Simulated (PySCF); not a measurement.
**Bond length, frequency and bond energy of MgCd by level of theory**

State: ¹Σ⁺ (singlet), closed shell. Set-up: PySCF, scalar-relativistic core potentials, basis sets Mg cc-pVDZ, Cd cc-pVDZ-PP with ECP28. De refers to Mg + Cd in their ground configurations, without counterpoise correction. A positive dipole means Mg(−)Cd(+). Levels whose curve was spin-contaminated or gave no clean fit are not listed.

```csv
Level,Re (Å),ωe (cm⁻¹),De (eV),μ (D)
PBE,3.430,73.8,0.112,-0.17
r²SCAN,3.372,78.9,0.105,-0.24
M06-L,3.465,63.4,0.113,-0.15
B3LYP,3.866,34.6,0.013,-0.17
PBE0,3.528,65.1,0.086,-0.09
M06,3.442,74.1,0.154,-0.48
```

What does a quarter of exact exchange do here, going from PBE to PBE0?

PBE0 less PBE: +9.8 pm in Re, -11.8 % in ωe, -0.03 eV in De. Exact exchange removes part of the self-interaction that spreads semilocal densities, and in most molecules shortens and stiffens the bond and lowers De; here Re and ωe go the other way.

What does the step from GGA to meta-GGA do here, going from PBE to r²SCAN?

r²SCAN less PBE: -5.8 pm in Re, +6.9 % in ωe, -0.01 eV in De. 

Closed-shell solutions of metal pairs were not tested for spin polarisation, which can lower them a little. The bond is weak. Basis-set superposition, not corrected here, can be much of De in a small basis, most of all at correlated wavefunction levels. Functionals without a dispersion term scatter widely for such bonds, and LDA overbinds them.

The whole job (state search and all levels along the bond) took about 1.3 min on 1 thread of Intel Xeon 6975P-C (shared host), peak memory 0.69 GiB.
